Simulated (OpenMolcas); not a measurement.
How basis sets differ on CH2BFS (SMILES FB1CS1)

The species is CH2BFS (6 atoms), meant as a singlet with charge 0. SMILES: `FB1CS1`. Geometry: relaxed at GFN2-xTB.

Quantity: the dipole moment, in D. The values are calculated.

```
         level          kind     program  value (D)  CPU time
     HF/STO-3G  Hartree–Fock  OpenMolcas       0.49     1.3 s
      HF/3-21G  Hartree–Fock  OpenMolcas       1.83     2.4 s
   HF/def2-SVP  Hartree–Fock  OpenMolcas       1.53       5 s
HF/aug-cc-pVDZ  Hartree–Fock  OpenMolcas       1.60      20 s
  HF/def2-TZVP  Hartree–Fock  OpenMolcas       1.56      41 s
```

The values span 0.49 to 1.83 D. Magnitudes only: a small dipole may point the other way at some levels. Sets without polarisation functions give poor dipoles. Without the sets that lack polarisation functions the rows with a basis span only 1.53 to 1.60 D. Times are those of the runs behind each value, whatever else they computed, on shared processors of several kinds: orders of magnitude only.
